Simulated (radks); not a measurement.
Spherical quantum dot in the effective-mass picture: electrons in a parabolic well V = omega^2 r^2 / 2 with omega = 2.1, all in effective atomic units (hartree* = m*/eps^2 hartree, bohr* = eps/m* bohr), one dielectric constant everywhere. Calculated with a radial shooting solver with Libxc functionals: non-relativistic Kohn-Sham, PBE, spin-polarised, spherical densities. Levels are named by radial order and angular momentum (1s, 1p, 1d, 2s, ...), and open shells are averaged over m.

N = 10, configuration 1s2 1p6 1d(up 2, down 0). This is the lowest configuration that the search found. Occupied and some empty levels:

| level | occupation | eigenvalue (hartree*) | <r> (bohr*) |
|---|---|---|---|
| 1s up | 1 | 10.668 | 0.9552 |
| 1s down | 1 | 10.715 | 0.9441 |
| 1p up | 3 | 12.078 | 1.216 |
| 1p down | 3 | 12.156 | 1.210 |
| 1d up | 2 | 13.620 | 1.411 |
| 1d down | 0 | 13.714 | 1.409 |
| 2s up | 0 | 13.855 | 1.267 |
| 2s down | 0 | 13.914 | 1.274 |
| 1f up | 0 | 15.267 | 1.573 |
| 1f down | 0 | 15.363 | 1.576 |
| 2p up | 0 | 15.579 | 1.455 |
| 2p down | 0 | 15.631 | 1.460 |

Energy (hartree*): total 85.8910, kinetic 19.649, external 35.289, Hartree 37.366, exchange-correlation -6.4129.
